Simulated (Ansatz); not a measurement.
Au2F2⁻. The state is a quartet with charge -1. Geometry r2SCAN-D4/def2-TZVPD.

Cartesian coordinates in Å:
```
Au 1.0450 -0.4243 0.6699
Au -1.0442 0.4259 -0.6700
F 0.4193 0.0357 2.5779
F -0.4201 -0.0372 -2.5778
```

In the def2 sets Au takes a core potential; there is no spin–orbit coupling. LC-ωPBE has ω = 0.4 bohr⁻¹. At PBE0-D4/def2-TZVPD a doublet of charge -1 lies 2.88 eV below the quartet, each at its own geometry. The structure comes from a short search, and lower isomers may exist.

(1) Estimate the α-spin orbital energies around the gap (eV) in Ansatz with HF/def2-TZVPD, r2SCANh-D4/def2-TZVPD, LC-ωPBE/def2-TZVPD, ωB97X-V/def2-TZVPD, ωB97M-V/def2-TZVPD.

Answers

(1) 
| orbital | HF/def2-TZVPD | r2SCANh-D4/def2-TZVPD | LC-ωPBE/def2-TZVPD | ωB97X-V/def2-TZVPD | ωB97M-V/def2-TZVPD |
| --- | --- | --- | --- | --- | --- |
| HOMO−13 | -11.58 | -5.73 | -9.41 | -9.12 | -9.15 |
| HOMO−12 | -11.46 | -5.63 | -9.29 | -8.99 | -9.02 |
| HOMO−11 | -11.27 | -5.51 | -9.12 | -8.86 | -8.89 |
| HOMO−10 | -11.08 | -5.37 | -9.06 | -8.72 | -8.76 |
| HOMO−9 | -9.96 | -4.35 | -7.87 | -7.58 | -7.62 |
| HOMO−8 | -9.82 | -4.28 | -7.76 | -7.43 | -7.48 |
| HOMO−7 | -9.59 | -4.20 | -7.75 | -7.43 | -7.44 |
| HOMO−6 | -9.52 | -4.06 | -7.53 | -7.26 | -7.30 |
| HOMO−5 | -9.37 | -3.80 | -7.28 | -7.03 | -7.08 |
| HOMO−4 | -9.35 | -3.80 | -7.24 | -7.00 | -7.05 |
| HOMO−3 | -9.13 | -3.75 | -7.20 | -6.93 | -6.99 |
| HOMO−2 | -9.04 | -3.75 | -7.07 | -6.72 | -6.71 |
| HOMO−1 | -5.03 | -2.20 | -4.98 | -4.61 | -4.64 |
| HOMO | -2.90 | -0.84 | -3.05 | -2.63 | -2.68 |
| LUMO | 4.91 | 3.05 | 4.68 | 4.70 | 4.50 |
| LUMO+1 | 5.04 | 3.17 | 4.73 | 4.74 | 4.61 |
| LUMO+2 | 5.67 | 4.24 | 5.50 | 5.46 | 4.98 |
| LUMO+3 | 6.17 | 4.74 | 6.13 | 6.11 | 5.68 |
| LUMO+4 | 6.42 | 5.24 | 6.29 | 6.27 | 5.84 |
| LUMO+5 | 6.59 | 5.71 | 6.45 | 6.46 | 6.03 |
| β HOMO | -6.56 | -3.28 | -6.64 | -6.35 | -6.32 |
| β LUMO | 3.82 | -0.98 | 1.66 | 1.41 | 1.31 |
